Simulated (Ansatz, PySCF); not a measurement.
This triplet is an excited state, 2.00 eV above the relaxed singlet at the level frozen-core CCSD(T)/cc-pVTZ // PBE0-D3(BJ)/def2-TZVP (Ansatz, a program for electronic structure).

## HClSSi, SMILES `S[Si]Cl` (excited triplet; H–S–Si–Cl torsion 90°) (charge 0, multiplicity 3)

Computed with PBE-D3(BJ)/def2-TZVP // PBE0-D3(BJ)/def2-TZVP (PySCF).

```
Quantity                                          Value
-----------------------------  ------------------------
highest occupied spin orbital                  -4.37 eV
dipole moment                                    1.19 D
total energy                              -1148.0029 Ha
cost                           roughly 100 core-seconds
```

```xyz
4

S     -1.2414     0.4060     0.4587
Si     0.6682     0.6329    -0.4034
Cl     2.2785    -0.4541     0.2764
H     -1.7053    -0.5849    -0.3318
```
Charge 0, spin multiplicity 3.
